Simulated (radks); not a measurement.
Values are calculated unless marked as measured or tabulated.
Question: Ionisation ladder of sulfur, from S to S15+. Each ion is in the ground configuration listed by NIST, and IE = E(next ion) - E(this ion), with E = 0 for the bare nucleus. Level of theory: scalar-relativistic Kohn-Sham, PBEsol, spin-polarised, spherical densities, finite nucleus; open shells are filled with parallel spins first; Fermi nuclear charge, rms radius 3.2611 fm (a radial shooting solver on a logarithmic mesh with Libxc functionals).

species  configuration  IE, Delta-SCF (eV)  <r> HOMO (bohr)
S         [Ne] 3s2 3p4              10.214             2.12
S+        [Ne] 3s2 3p3              23.307             1.87
S2+       [Ne] 3s2 3p2              34.880             1.75
S3+       [Ne] 3s2 3p1                   ?             1.66
S4+           [Ne] 3s2                   ?             1.47
S5+           [Ne] 3s1              88.443             1.41
S6+               [Ne]              281.15            0.436
S7+       [He] 2s2 2p5              328.99            0.421
S8+       [He] 2s2 2p4              378.03            0.408
S9+       [He] 2s2 2p3              448.80            0.389
S10+      [He] 2s2 2p2              505.63            0.378
S11+      [He] 2s2 2p1              563.26            0.367
S12+          [He] 2s2                   ?            0.413
S13+          [He] 2s1                   ?            0.405
S14+              [He]              3218.0           0.0958
S15+               1s1              3486.6           0.0936

Estimate the withheld Delta-SCF values.

Answer: S3+: 47.165 eV (NIST 47.22); S4+: 72.310 eV (NIST 72.595); S12+: 648.18 eV (NIST 652.0); S13+: 707.02 eV (NIST 706.99).
